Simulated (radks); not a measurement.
Values are calculated unless marked as measured or tabulated.
Numerical settings for the cobalt ion Co+, [Ar] 3d8. Code: a radial shooting solver on a logarithmic mesh with Libxc functionals. Model: scalar-relativistic Kohn-Sham, PBEsol, spin-polarised, spherical densities, point nucleus; open shells are filled with parallel spins first. The defaults (mesh step 0.008 in ln r, mesh end at 40 bohr or more with all orbitals vanishing there, Anderson mixing 0.5 over 9 steps, residual threshold near 1e-9 with the energy settled to 1e-9 hartree or 1e-11 of itself, here a cap of 79 iterations) give E = -1391.6987 hartree and 3d at -11.226 eV in 16 iterations. Run on one thread of a shared host, so times are rough (Arm Neoverse N1): 0.21 s of CPU time, 0.21 s wall, 16 iterations on 2476 mesh points. Changes against that run (0 stands for a change within the tolerance of the run):

setting                    iterations  converged  E (mhartree)  e(3d) (meV)  CPU (s)
mesh step in ln r 0.012            16        yes             0            0     0.15
mesh step in ln r 0.003            16        yes             0            0     0.53
mesh step in ln r 0.2               3         no      diverged            -     0.01
mesh end (bohr) 400                16        yes             0            0     0.22
mesh end (bohr) 5                  16        yes         +10.2         +520     0.19
residual threshold 0.01            12        yes             0       +0.202     0.17
residual threshold 1e-16           79         no             0            0     0.58
mixing 1.5                         18        yes             0            0     0.25
linear mixing, mixing 0.8          79         no      +1.1e+04     -1.2e+05      1.9
linear mixing, mixing 0.2          79         no             0            0     0.78
mixing history 2                   33        yes             0            0     0.37
iteration cap 8                     8         no      +0.00178        +10.5     0.12

Settings that end as converged yet miss the energy by more than 1 mhartree: mesh end (bohr) 5 (+0.0102 hartree). A mesh that ends early acts as a hard wall.
